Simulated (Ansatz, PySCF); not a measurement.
Molecule: C$_{2}$H$_{4}$O, charge 0, multiplicity 1. SMILES: [C](O)C
Geometry: optimised at B3LYP-D3(BJ)/def2-TZVP (Ansatz, an electronic-structure program).

Harmonic wavenumbers (cm⁻¹) at HF/3-21G (Ansatz, at its own minimum) and at B3LYP-D3(BJ)/def2-TZVP (PySCF, at the structure above). Modes are numbered in rising order, 15 in all, and paired by that order; shown are modes over 250 cm⁻¹ that lie over 6 % from every other mode at both levels, one of each degenerate set, at most eight drawn at random. The second level is harmonic too, so this factor is not the one that brings values to measured fundamentals.

```csv
mode,HF/3-21G (x),B3LYP-D3(BJ)/def2-TZVP (y)
2,543,539
3,768,748
4,886,913
6,1136,1064
15,3685,3290
```

Question: Fit one scale factor, y = λ·x, by least squares, and use it for mode 5, which lies at 1064 cm⁻¹ at HF/3-21G.

Answer: λ = Σxy/Σx² = 15008413/16539390 = 0.9074; the rows scatter about it by 64 cm⁻¹ (root mean square). Prediction for mode 5: 965 cm⁻¹. The wavenumber at B3LYP-D3(BJ)/def2-TZVP is 982 cm⁻¹, so the fit misses by -17 cm⁻¹, against +82 cm⁻¹ without it. The fit is meant for this molecule alone.
